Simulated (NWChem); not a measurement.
Species: C$_{2}$HCl$_{2}$F; SMILES FC=C(Cl)Cl

```xyz
6

F      0.8818     2.1258     0.0000
C      1.1245     0.8125     0.0000
C      0.1378    -0.0853     0.0000
Cl    -1.5301     0.3731     0.0000
Cl     0.4927    -1.7865     0.0000
H      2.1762     0.5501     0.0000
```
Atoms are numbered in this order, from 1.

Level: B3LYP/6-31G* (spherical d) (NWChem), optimised geometry, unscaled harmonic frequencies. B3LYP is NWChem's, with the RPA form of VWN correlation.

```
frequency (cm⁻¹)  IR intensity (km/mol)
----------------  ---------------------
201                                 2.4
267                                 2.4
285                                 0.4
459                                 8.7
463                                 0.7
660                                32.3
840                                11.9
948                               153.4
1188                              131.4
1331                               14.4
1728                               25.7
3250                                3.6
```

The zero-point energy is 16.6 kcal/mol, the thermal correction to the enthalpy at 298.15 K (with zero-point energy) comes out as 20.4 kcal/mol and the heat capacity Cv is 16.2 cal/(mol K). The entropy at 298.15 K and 1 atm (symmetry number 1) comes out as 75.1 cal/(mol K) and the dipole moment is 1.29 D.

Rigid rotor and harmonic oscillator.
